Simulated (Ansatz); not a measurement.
The same path of CH8BPSSi (13 atoms, charge 0, multiplicity 1) was run 3 times with different band settings. The coordinate that changes most is the height of P1 over the plane of its neighbours.

Level of theory: RKS BLYP/def2-SVP in Ansatz 0.2.0.

Relaxed end points:

```xyz
13
Properties=species:S:1:pos:R:3
P -2.410 0.781 0.423
B -1.058 -0.540 0.651
C 0.396 -0.223 1.123
Si 1.660 -0.365 -0.316
S 1.434 1.162 -1.861
H -1.683 1.869 -0.164
H -3.083 0.317 -0.754
H -1.411 -1.695 0.511
H 0.544 0.791 1.550
H 0.770 -0.983 1.846
H 1.597 -1.743 -0.906
H 3.037 -0.113 0.217
H 0.227 0.708 -2.307
```

```xyz
13
Properties=species:S:1:pos:R:3
P -2.116 0.706 -0.567
B -1.060 -0.511 0.452
C 0.334 -0.162 1.061
Si 1.749 -0.424 -0.218
S 1.743 1.054 -1.819
H -2.057 1.927 0.180
H -3.446 0.305 -0.227
H -1.430 -1.669 0.412
H 0.448 0.884 1.414
H 0.605 -0.860 1.885
H 1.692 -1.827 -0.746
H 3.071 -0.205 0.455
H 0.488 0.749 -2.266
```

Common settings: optimiser quadratic models (default); start path IDPP; force threshold 0.05 eV/Å; iteration limit 60; end points relaxed.

| run | movable images | climbing image | spring |
| --- | --- | --- | --- |
| 1 | 9 | yes | 5.0 eV/Å² |
| 2 | 9 | yes | 20.0 eV/Å² |
| 3 | 4 | no | 5.0 eV/Å² |

**Question.** What does each run give, and how far can it be trusted?

**Answer.** Run 1: converged after 6 iterations, highest image 0.302 eV above the first end. A vibrational analysis at the climbing image gives one clearly imaginary mode, 442i cm⁻¹: a first-order saddle point.
Run 2: converged after 6 iterations, highest image 0.302 eV above the first end. Another band between the same ends (9 images) ends at a top of the same energy, where a vibrational analysis finds 1 clearly imaginary mode.
Run 3: converged after 5 iterations, highest image 0.284 eV above the first end. No image climbed, so the highest image needn't sit at the top of the path.
